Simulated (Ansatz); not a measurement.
A run for Ansatz (a quantum-chemistry and plane-wave program): U-B3LYP/cc-pVTZ on BrFGe (SMILES [F][Ge][Br]), a point of a bond scan (R = 4.757 Å).

Ansatz 0.2 input:
```yaml
crystal:
  periodic: [false, false, false]
  atoms:
    - {symbol: Ge, position_ang: [0.54012837, -0.45604254, 0.81246222]}
    - {symbol: F, position_ang: [3.10617783, -2.81027525, -2.42832578]}
    - {symbol: Br, position_ang: [-0.87710746, 0.75843391, -0.64309499]}
basis:
  gaussian:
    orbitals: cc-pVTZ
hamiltonian:
  xc: {name: B3LYP}
magnetization: {spin_polarized: true, initial_magnetization: 0}
```

### Question
What total energy does the run end on?

### Answer
-4751.1068 hartree. Its determinant has ⟨S²⟩ = 0.69, a mixture of spin states.

### Question
How many basis functions does it have, and what does it roughly cost on one machine?

### Answer
116 functions; roughly 80 core-seconds.
